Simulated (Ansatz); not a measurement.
Input file for Ansatz (a first-principles code): R-PBE0/def2-TZVPP on C2H4BCl (SMILES C=CBCl), a point of a torsion scan.

Ansatz 0.2 input:
```yaml
crystal:
  periodic: [false, false, false]
  atoms:
    - {symbol: C, position_ang: [-1.18453834, 0.08836870, -0.15386263]}
    - {symbol: C, position_ang: [-0.14323668, -0.43305538, 0.47734163]}
    - {symbol: B, position_ang: [1.37063447, -0.25447884, 0.14426413]}
    - {symbol: Cl, position_ang: [2.13647869, -1.32999201, -0.91552193]}
    - {symbol: H, position_ang: [-1.06309904, 0.72055976, -1.01861548]}
    - {symbol: H, position_ang: [-2.20089240, -0.09045258, 0.15833708]}
    - {symbol: H, position_ang: [-0.34783077, -1.05887857, 1.34356092]}
    - {symbol: H, position_ang: [2.02052322, 0.58723003, 0.64530683]}
basis:
  gaussian:
    orbitals: def2-TZVPP
hamiltonian:
  xc: {name: PBE0}
scf: {lower_state_search: off}
```

The head of its log:

```
WARN ansatz: RAYON_NUM_THREADS=1 ignored (pool sized by the plan → 1); use --threads N
Functional definition: PBE0
these checks for a lower state are left out or cut short: stability, starts, cluster_reference, orbital_swaps, neighbouring_geometries, increment
integrals: 0.09 GiB planned
1090 factors; their error is unknown
mean field: 0.87 GiB planned
mean field evaluation 1: about -15325.7675 eV, gradient 4.9e1 eV
mean field evaluation 2: about -15323.5751 eV, gradient 5.6e1 eV
```

Task: Predict the final total energy.

Result: -563.4321 hartree.
